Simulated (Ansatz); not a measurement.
`C[S][In][CH3]` radical, relaxed with UKS PBE-D4/def2-SVP in Ansatz from a rough embedded geometry. The force threshold is 0.03 eV/Å; the program also tests the step.

The species carries charge 0 and has multiplicity 2. In: def2 effective core potential.

Start:

```xyz
10

C     0.342    1.580    0.662
S     1.492    1.028   -0.559
In    0.999   -0.999   -1.401
C    -0.567   -1.669   -0.604
H    -0.685    1.701    0.280
H     0.359    0.922    1.570
H     0.689    2.617    1.044
H    -1.043   -2.640   -0.798
H    -0.273   -1.663    0.546
H    -1.314   -0.877   -0.740
```

Question: How much energy does the relaxation release, and in how many steps? (An estimate is asked.)

Answer: Computed: 35.40 kcal/mol, in 6 steps.

Question: Which bonds change most? (An estimate is asked.)

Answer: Ansatz gave: In3–C4 from 1.880 to 2.251 Å; S2–In3 from 2.250 to 2.491 Å; C4–H9 from 1.187 to 1.108 Å; C1–S2 from 1.766 to 1.841 Å.

Question: Give the relaxed structure. (An estimate is asked.)

Answer: The calculation gave: 
```xyz
10

C     0.407    1.642    0.633
S     1.742    1.372   -0.606
In    1.118   -0.887   -1.448
C    -0.710   -1.736   -0.444
H    -0.574    1.820    0.153
H     0.317    0.802    1.350
H     0.681    2.550    1.207
H    -0.945   -2.735   -0.854
H    -0.493   -1.799    0.640
H    -1.543   -1.029   -0.631
```
